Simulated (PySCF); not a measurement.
Isomers of C9H12O2, mass 152.084 u with the commonest isotopes. Level of theory: PBE0/pcSseg-1 in PySCF (dipole) on a GFN2-xTB geometry, gas phase. One conformer each, none proved a minimum here; rigid rotors.

Question: Order these by rotational constant C, smallest first.
A. `[CH2:1]=[CH:2][C@@H:3]1[CH2:4][C:5](=[O:6])[C@@H:7]([CH3:8])[CH2:9][C:10]1=[O:11]` with C1–C2–C3–C4 -150°, C2–C3–C4–C5 -63°, C3–C4–C5–O6 142°, C4–C5–C7–C8 -141°, C5–C7–C9–C10 56°
B. `[CH3:1][O:2][CH2:3][CH2:4][O:5][c:6]1[cH:7][cH:8][cH:9][cH:10][cH:11]1` with C1–O2–C3–C4 180°, O2–C3–C4–O5 180°, C3–C4–O5–C6 180°, C4–O5–C6–C7 0° ((2-methoxyethoxy)benzene)
C. `[CH3:1][CH2:2][CH2:3][C:4]1([C:5]#[C:6][C:7](=[O:8])[OH:9])[CH2:10][CH2:11]1` with C1–C2–C3–C4 180°, C2–C3–C4–C5 -64°, C6–C7–O9–H 180°
D. `[CH3:1][O:2]/[CH:3]=[C:4]1\[CH:5]=[C:6]([O:7][CH3:8])[CH:9]=[C:10]1[CH3:11]` with C1–O2–C3–C4 -177°, C5–C6–O7–C8 0°

Answer: B (373.6 MHz), C (436.6 MHz), D (481.7 MHz), A (700.1 MHz).

Question: Order these by rotational constant A, largest first.
A. `[CH3:1][O:2][CH2:3][CH2:4][O:5][c:6]1[cH:7][cH:8][cH:9][cH:10][cH:11]1` with C1–O2–C3–C4 180°, O2–C3–C4–O5 180°, C3–C4–O5–C6 180°, C4–O5–C6–C7 0°
B. `[CH3:1][CH2:2][O:3][c:4]1[cH:5][cH:6][c:7]([O:8][CH3:9])[cH:10][cH:11]1` with C1–C2–O3–C4 73°, C2–O3–C4–C5 -172°, C6–C7–O8–C9 -1°
C. `[CH3:1][O:2]/[CH:3]=[C:4]1\[CH:5]=[C:6]([O:7][CH3:8])[CH:9]=[C:10]1[CH3:11]` with C1–O2–C3–C4 -177°, C5–C6–O7–C8 0°
D. `[CH3:1][CH2:2][CH2:3][C:4]1([C:5]#[C:6][C:7](=[O:8])[OH:9])[CH2:10][CH2:11]1` with C1–C2–C3–C4 180°, C2–C3–C4–C5 -64°, C6–C7–O9–H 180°
E. `[CH2:1]=[CH:2][C@@H:3]1[CH2:4][C:5](=[O:6])[C@@H:7]([CH3:8])[CH2:9][C:10]1=[O:11]` with C1–C2–C3–C4 -150°, C2–C3–C4–C5 -63°, C3–C4–C5–O6 142°, C4–C5–C7–C8 -141°, C5–C7–C9–C10 56°

Answer: A (4485 MHz), B (3441 MHz), E (1668 MHz), C (1599 MHz), D (1462 MHz).

Question: Order these by out-of-plane moment Σ m c² = (Ia + Ib − Ic)/2, smallest first.
A. `[CH2:1]=[CH:2][C@@H:3]1[CH2:4][C:5](=[O:6])[C@@H:7]([CH3:8])[CH2:9][C:10]1=[O:11]` with C1–C2–C3–C4 -150°, C2–C3–C4–C5 -63°, C3–C4–C5–O6 142°, C4–C5–C7–C8 -141°, C5–C7–C9–C10 56°
B. `[CH3:1][CH2:2][O:3][c:4]1[cH:5][cH:6][c:7]([O:8][CH3:9])[cH:10][cH:11]1` with C1–C2–O3–C4 73°, C2–O3–C4–C5 -172°, C6–C7–O8–C9 -1° (p-ethoxyanisole)
C. `[CH3:1][CH2:2][CH2:3][C:4]1([C:5]#[C:6][C:7](=[O:8])[OH:9])[CH2:10][CH2:11]1` with C1–C2–C3–C4 180°, C2–C3–C4–C5 -64°, C6–C7–O9–H 180°
D. `[CH3:1][O:2][CH2:3][CH2:4][O:5][c:6]1[cH:7][cH:8][cH:9][cH:10][cH:11]1` with C1–O2–C3–C4 180°, O2–C3–C4–O5 180°, C3–C4–O5–C6 180°, C4–O5–C6–C7 0°

Answer: D (4.80 u·Å²), B (28.10 u·Å²), C (35.47 u·Å²), A (68.33 u·Å²).

```json
{"SMILES": "C=C[C@@H]1CC(=O)[C@@H](C)CC1=O", "point group": "C1", "Ia (u·Å²)": "302.92", "Ib (u·Å²)": "555.65", "Ic (u·Å²)": "721.91", "κ": "-0.57", "μa (D)": "0.29", "μb (D)": "0.37", "μc (D)": "0.56"}
{"SMILES": "CCCC1(C#CC(=O)O)CC1", "point group": "C1", "Ia (u·Å²)": "345.79", "Ib (u·Å²)": "882.69", "Ic (u·Å²)": "1157.53", "κ": "-0.73", "μa (D)": "2.74", "μb (D)": "0.61", "μc (D)": "0.36"}
{"SMILES": "COCCOc1ccccc1", "point group": "Cs", "Ia (u·Å²)": "112.67", "Ib (u·Å²)": "1249.56", "Ic (u·Å²)": "1352.62", "κ": "-0.99", "μa (D)": "1.15", "μb (D)": "0.20", "μc (D)": "0.00"}
{"SMILES": "CO/C=C1\\C=C(OC)C=C1C", "point group": "near Cs", "Ia (u·Å²)": "316.10", "Ib (u·Å²)": "742.69", "Ic (u·Å²)": "1049.20", "κ": "-0.64", "μa (D)": "3.14", "μb (D)": "0.75", "μc (D)": "0.05"}
{"SMILES": "CCOc1ccc(OC)cc1", "point group": "C1", "Ia (u·Å²)": "146.85", "Ib (u·Å²)": "954.74", "Ic (u·Å²)": "1045.39", "κ": "-0.97", "μa (D)": "0.09", "μb (D)": "0.05", "μc (D)": "0.34"}
```
